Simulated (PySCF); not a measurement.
## Mayer bond orders and bond lengths

Compound: C3H13ClSi4.
Atom-mapped SMILES: `[CH2:1]=[C:2]([CH2:3][Cl:4])[SiH2:5][SiH:6]([SiH3:7])[SiH3:8]` (hydrogens: H9, H10 on C1; H11, H12 on C3; H13, H14 on Si5; H15 on Si6; H16, H17, H18 on Si7; H19, H20, H21 on Si8)

Cartesian coordinates in Å at the GFN2-xTB level; atoms count from 1:
```
atom  x, y, z in Å
C1     1.860    0.823    1.653
C2     1.917    0.080    0.557
C3     2.911    0.381   -0.512
Cl4    2.064    0.582   -2.077
Si5    0.698   -1.326    0.199
Si6   -1.242   -0.437   -0.751
Si7   -3.130   -1.625   -0.083
Si8   -1.423    1.859   -0.391
H9     2.524    1.657    1.830
H10    1.153    0.609    2.436
H11    3.469    1.300   -0.328
H12    3.602   -0.452   -0.651
H13    1.449   -2.309   -0.593
H14    0.457   -1.968    1.500
H15   -1.129   -0.648   -2.213
H16   -3.338   -1.514    1.363
H17   -3.048   -3.057   -0.376
H18   -4.366   -1.152   -0.710
H19   -2.500    2.472   -1.173
H20   -1.730    2.131    1.018
H21   -0.207    2.612   -0.697
```

Bond orders from the PBE0/pcSseg-1 density (PySCF). Isolated species at its GFN2-xTB geometry (one conformer only).

Problem. Where do the orders between heavy atoms depart from those drawn in the SMILES?

Solution. The largest departure is 0.185, at C2–Si5 (drawn single, 0.815). Drawn single, order below 0.88: C2–Si5 (0.815) and Si5–Si6 (0.839).

Problem. Set the Mayer orders of the bonds beside their lengths.

Solution. 
```
   bond  drawn as  length (Å)  Mayer order
  C1–C2    double       1.325        1.970
  C2–C3    single       1.490        1.014
 C3–Cl4    single       1.791        0.950
 C2–Si5    single       1.896        0.815
Si5–Si6    single       2.336        0.839
Si6–Si7    single       2.328        0.894
Si6–Si8    single       2.332        0.889
  C1–H9    single       1.080        0.947
 C1–H10    single       1.077        0.948
 C3–H11    single       1.091        0.942
 C3–H12    single       1.091        0.929
Si5–H13    single       1.469        0.954
Si5–H14    single       1.471        0.943
Si6–H15    single       1.482        0.919
Si7–H16    single       1.466        0.927
Si7–H17    single       1.465        0.934
Si7–H18    single       1.465        0.934
Si8–H19    single       1.465        0.936
Si8–H20    single       1.467        0.924
Si8–H21    single       1.462        0.938
```

By pair of heavy elements: C–C: lowest C2–C3 (1.014, 1.490 Å), highest C1–C2 (1.970, 1.325 Å). Si–Si: lowest Si5–Si6 (0.839, 2.336 Å), highest Si6–Si7 (0.894, 2.328 Å).

Problem. Sum the orders of all bonds at each heavy atom with more than one neighbour and set the sums beside the valence in the SMILES.

Solution. C1 3.865 (drawn 4), C2 3.799 (drawn 4), C3 3.835 (drawn 4), Si5 3.551 (drawn 4), Si6 3.541 (drawn 4), Si7 3.689 (drawn 4), Si8 3.687 (drawn 4). Orders between atoms that aren't bonded are not in these sums.

For a closed shell the Mayer order of atoms A and B is Σ (PS)μν (PS)νμ over the basis functions μ on A and ν on B, with P the density and S the overlap matrix.
